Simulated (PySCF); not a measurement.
A structure optimised at r2SCAN-D4/def2-TZVP, used in a PySCF frequency run:

```
In
Cl 1 2.2056
Cl 1 2.2056 2 180.00
```
Charge +1, spin multiplicity 1.

Q: Write its SMILES, formula and point group.

A: [Cl][In+][Cl], Cl2In, D∞h

Q: What are its rotational constants (standard atomic weights)?

A: 1.4653 GHz (linear rotor, B only)
